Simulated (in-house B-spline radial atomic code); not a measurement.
What moves the levels of neutral aluminium ([Ne] 3s2 3p1)? Level of theory: Dirac-Hartree-Fock, average of configuration, Fermi nucleus of rms radius 3.061 fm; calculated with a B-spline radial code for spherical atoms.

Baseline run (computed): total energy -242.3308 hartree, 1s1/2 at -58.63363 hartree, 3p3/2 at -5.6982 eV with <r> = 3.438 bohr.

Scaling the speed of light c (a factor of 100 is close to the non-relativistic limit):

```csv
c/c0,ΔE (hartree),3p3/2 level (eV),3p3/2 <r> (bohr)
0.95,-0.049305,-5.6966,3.439
0.98,-0.018813,-5.6976,3.439
1.02,0.017711,-5.69879,3.438
3,0.4039,-5.71141,3.434
100,0.45413,-5.71305,3.434
```

Changing the nucleus:

```tsv
nucleus	ΔE (eV)
Gaussian nucleus of rms radius 0.01 fm	-0.00372
Fermi nucleus of rms radius 2.9998 fm	-0.000147
Fermi nucleus of rms radius 3.1222 fm	0.00015
```

A larger nucleus binds the electrons less, roughly as the density at the nucleus times the change of the nuclear <r²>. A radius of 0.01 fm is nearly a point.

**Question.** The nuclear charge is raised by 0.1. What does the Hellmann-Feynman theorem predict for the energy, and what is found?

**Answer.** dE/dZ ≈ -Σ<1/r>, which is -44.6523 at the start and -45.0966 at the end; their mean times 0.1 is -4.4874 hartree, and the two runs differ by -4.4875 hartree.
